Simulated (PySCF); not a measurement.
NMR data simulated for an unnamed compound:

¹H NMR (400 MHz, computed): δ 6.75 (m, 2H), 6.58 (m, 2H), 5.30 (s, 2H), 2.11 (s, 3H).

¹³C{¹H} NMR (computed): δ 127.3 (CH), 117.5 (CH), 115.8 (C), 81.9 (C), 6.0 (CH3).

- shielding tensors at PBE0/pcSseg-1 (GIAO)
- coordinates at the GFN2-xTB level
- code: PySCF 2.14
- gas phase, non-relativistic Hamiltonian, averaged over atoms made equivalent by symmetry, fast rotation or ring inversion, single conformer

Chemical shifts δ = σref − σ; ¹H (31.72 ppm), ¹³C (186.93 ppm) vs TMS, all at this level.

Question: Which of these does the molecule contain: a Si–H bond, a C≡C triple bond, a heteroaromatic ring, an N-methyl group, a CH3CH2 unit, a ketone?

Answer: 
- A Si–H bond: yes (δH 5.30 (s)).
- A C≡C triple bond: yes (δC 115.8, 81.9).
- A heteroaromatic ring: yes.
- An N-methyl group: no.
- A CH3CH2 unit: no.
- A ketone: no.

The data belong to `C1=CC=CN1[SiH2]C#CC`, C7H9NSi; they needn't prove each group on their own.

Carbon signals by region: 3 in the sp2 and nitrile region (100–160 ppm), 1 at 50–100 ppm, 1 below 50 ppm.

Shifts are as computed. Against solution values, carbons near 30 ppm lie about +3 ppm off and those near 130 ppm about +5 ppm. Of 1211 compounds with measured shifts, 218 miss one by over three times the rms of a fit or turn the order of signals round; such compounds aren't used in these exercises. Multiplicities follow the n + 1 count of equivalent neighbours, as no J values were calculated; m marks all less simple cases, F and P coupling included.
